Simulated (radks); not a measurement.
Exchange energies: the exact (Fock) value of the Kohn-Sham orbitals and density-functional approximations, in hartree. Species: Sb [Kr] 4d10 5s2 5p3; Hf4+ [Xe] 4f14; Yb+ [Xe] 4f14 6s1; Au [Xe] 4f14 5d10 6s1; P4+ [Ne] 3s1. All-electron calculation, non-relativistic Kohn-Sham, exchange-only PBE, spin-polarised, spherical densities, point nucleus. Program: a radial shooting solver on a logarithmic mesh with Libxc functionals. Every spin shell is full or empty, so the densities are truly spherical. Functionals are evaluated on that one density, not self-consistently.

| functional | Sb | Hf4+ | Yb+ | Au | P4+ |
|---|---|---|---|---|---|
| exact | -163.701 | -288.230 | -275.641 | -338.002 | -21.2899 |
| LDA | -155.81 | -277.17 | -265.18 | -325.23 | -19.507 |
| PBE | -162.99 | -287.73 | -275.43 | -336.98 | -21.162 |
| PBEsol | -160.01 | -283.31 | -271.13 | -332.04 | -20.512 |
| revPBE | -163.22 | -288.01 | -275.70 | -337.27 | -21.265 |
| RPBE | -163.30 | -288.12 | -275.80 | -337.39 | -21.297 |
| AM05 | -156.34 | -277.82 | -265.80 | -325.89 | -19.751 |
| SOGGA | -159.99 | -283.28 | -271.11 | -332.02 | -20.500 |
| EV93 | -163.18 | -287.39 | -275.11 | -336.41 | -21.595 |
| revTPSS | -162.18 | -286.10 | -273.85 | -335.09 | -21.203 |
| SCAN | -163.97 | -288.84 | -276.45 | -338.29 | -21.350 |
| r2SCAN | -163.53 | -288.15 | -275.77 | -337.51 | -21.299 |
| Tao-Mo | -162.37 | -286.31 | -274.06 | -335.31 | -21.268 |
